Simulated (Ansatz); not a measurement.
`C[NH][ZnH]` + `O[SiH3]` → `[SiH3][O][ZnH]` + CH₃NH₂ at 700 K and 1 bar (ligand exchange at a Zn–N bond).

Isolated molecules relaxed with PBE0-D4/def2-TZVP in Ansatz; ΔE leaves out vibrations. CBS: MP2 limit from def2 TZ/QZ plus the TZ coupled-cluster correction, frozen cores. For Zn outer-core shells are correlated without core-valence functions, which leaves a few kJ/mol of doubt a bond. Scalar relativity is left out up to krypton.

```tsv
species	CCSD(T)/CBS energy (Eh)	H − E (kJ/mol)	S (J/(mol·K))
`C[NH][ZnH]`	-1874.12279	211.9	386.4
`O[SiH3]`	-366.69042	144.6	321.6
`[SiH3][O][ZnH]`	-2145.08513	151.1	415.8
CH₃NH₂	-95.75281	207.6	296.6
```

H − E and S are ideal-gas, rigid-rotor, harmonic terms from PBE0-D4/def2-TZVP, for one conformer and one mirror image of each species. 1 Eh = 2625.50 kJ/mol, R = 8.31446 J/(mol·K).

**Question.** By hand: ΔE, ΔH, ΔS and ΔG.

**Answer.** ΔE = (-2145.08513) + (-95.75281) − (-1874.12279) − (-366.69042) = -0.02473 Eh = -64.9 kJ/mol. Δ(H − E) = 151.1 + 207.6 − 211.9 − 144.6 = 2.2, so ΔH = -62.7 kJ/mol. ΔS = 415.8 + 296.6 − 386.4 − 321.6 = 4.4 J/(mol·K). ΔG = -62.7 − 700 × (4.4)/1000 = -65.8 kJ/mol.

**Question.** By hand: the equilibrium constant, and the temperature at which ΔG would vanish if ΔH and ΔS stayed fixed.

**Answer.** log₁₀ K = −ΔG/(RT ln 10) = 4.9. ΔH and −TΔS have one sign here, so there is no such temperature.

The number of gas molecules stays the same, so ΔS is small and ΔH decides. A doubt of 5 kJ/mol in ΔE shifts log₁₀ K by 0.4 here. Other conformers and mirror images would add mixing entropy, several J/(mol·K) or more a flexible species. Modes under 60 cm⁻¹, often nearly free rotors, make the harmonic entropy too high. These are equilibria of isolated gas molecules and say nothing of rates. Largest T1 diagnostic: 0.016 (customary marks: 0.02 for closed shells, 0.045 for open ones).

ΔS is within the doubt of such terms, so its sign, and with it that verdict, could turn.
